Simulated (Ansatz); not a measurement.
Reaction (formal exchange of groups at the Si–Si bond): `[SiH3][SiH2][GeH3]` + `FC[SiH2][SiH3]` → `FC([SiH3])[SiH2][SiH3]` + `[SiH3][GeH3]`

Program: Ansatz. Geometries: PBE0-D4/def2-TZVP. ΔE: electronic, gas phase. CCSD(T)/CBS is the MP2 limit (def2-TZVPP, def2-QZVPP) plus CCSD(T) − MP2 in def2-TZVPP, frozen cores. Functionals use def2-TZVPP. B3LYP here is the variant with VWN-RPA as its local correlation; programs differ in this. For Ge outer-core shells are correlated without core-valence functions, which leaves a few kJ/mol of doubt a bond. Scalar relativity is left out up to krypton. One conformer a species, not always the lowest.

```
             level  ΔE (kcal/mol)
            PBE-D4            6.8
          B3LYP-D4            4.7
           ωB97M-V            3.6
SCS-MP2/def2-TZVPP            4.1
```

Question: What does CCSD(T)/CBS give? (Best estimate.)

Answer: The calculation gave: +4.9 kcal/mol. The listed levels differ from it by 1.9, -0.2, -1.3, -0.8 kcal/mol.

Largest T1 diagnostic among the species: 0.013.

The D4 term adds −1.1 kcal/mol with B3LYP and −0.6 kcal/mol with PBE0; it sums over pairs of atoms, weighted by their polarisabilities, and B3LYP, whose exchange is more repulsive, gets the larger term.
